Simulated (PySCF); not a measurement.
dimethyl carbonate (C3H6O3), singlet, geometry from GFN2-xTB. Base run: WB97X/3-21G run with PySCF.

Geometry (Å):
```xyz
12

C      2.3252     0.0999     0.0503
O      1.1048    -0.5444     0.3936
C     -0.0023     0.0604    -0.0383
O     -0.0404     1.0761    -0.6721
O     -1.0602    -0.6505     0.3533
C     -2.3241    -0.1264    -0.0340
H      2.3357     1.1246     0.4268
H      3.1115    -0.4876     0.5164
H      2.4538     0.1213    -1.0336
H     -3.0648    -0.8097     0.3724
H     -2.4010    -0.0793    -1.1220
H     -2.4626     0.8771     0.3730
```
All else is at PySCF's defaults.
Base energy -341.61614 Eh.

The base run was repeated with changes; each row names its change, and settings that it needs were set with it.

| change | ΔE vs base (µEh) | grid points | electrons on the grid |
|---|---|---|---|
| base | 0.0 | 143448 | 48.00001 |
| grids.radi_method = gauss_chebyshev | -4.1 | 140320 | 48.00001 |
| grids.atom_grid = (150, 974) | 3.2 | 965520 | 48.00000 |
| grids.radi_method = mura_knowles | -0.5 | 136968 | 48.00001 |
| grids.level = 5 | 3.0 | 399112 | 48.00000 |
| grids.prune = off | -0.1 | 226504 | 48.00001 |
| grids.becke_scheme = stratmann | -0.7 | 143448 | 48.00001 |
| grids.atom_grid = (30, 110) | -1022 | 29520 | 47.99964 |
| grids.radi_method = delley | -0.3 | 153816 | 48.00001 |
| grids.level = 4 | 3.5 | 264856 | 48.00000 |
| grids.atom_grid = (50, 194) | 93.3 | 78856 | 48.00008 |
